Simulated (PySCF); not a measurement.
A structure optimised at B3LYP-D3(BJ)/def2-SVP, used in a PySCF frequency run:

```xyz
10

Bi    -0.6191     0.3249     0.0000
Br     2.0116    -0.1067     0.0000
C     -1.0355    -1.2107     1.6476
H     -0.7418    -0.7912     2.6192
H     -2.1099    -1.4496     1.6469
H     -0.4439    -2.1094     1.4294
C     -1.0355    -1.2107    -1.6476
H     -0.7418    -0.7912    -2.6192
H     -0.4439    -2.1094    -1.4294
H     -2.1099    -1.4496    -1.6469
```
Charge 0, spin multiplicity 1.

Q: Write its SMILES, formula and point group.

A: [CH3][Bi]([CH3])[Br], C2H6BiBr, Cs

Q: What are its rotational constants (standard atomic weights)?

A: 3.1833, 0.98923, 0.95468 GHz
